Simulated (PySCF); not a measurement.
BrH3SeSi, SMILES [SiH3][Se]Br. Geometry optimised at PBE0-D3(BJ)/def2-SVP. The structure was generated by enumeration, and PubChem lists no compound with its InChIKey, so it may never have been made.

The numbers are results of PBE0-D3(BJ)/def2-SVP (PySCF 2.14.0), not measurements.

Harmonic wavenumbers (cm⁻¹): 101, 152, 301, 390, 583, 586, 889, 912, 945, 2235, 2256, 2261. Rotational constants (GHz): 4.844, 1.616, 1.230; symmetry number 1.

### Question
Work out the zero-point energy and the ideal-gas rigid-rotor harmonic-oscillator thermochemistry at 298.15 K and 1 atm.

### Answer
ZPE = ½ Σ hcν = ½ × 11610 cm⁻¹ = 16.60 kcal/mol. H − E(el) = 20.60 kcal/mol. Entropy in cal/(mol K): translation 41.63, rotation 27.90, vibration 9.86, total 79.39. G − E(el) = -3.07 kcal/mol. Cp = 18.55 cal/(mol K). Modes under 150 cm⁻¹ make the vibrational entropy uncertain.
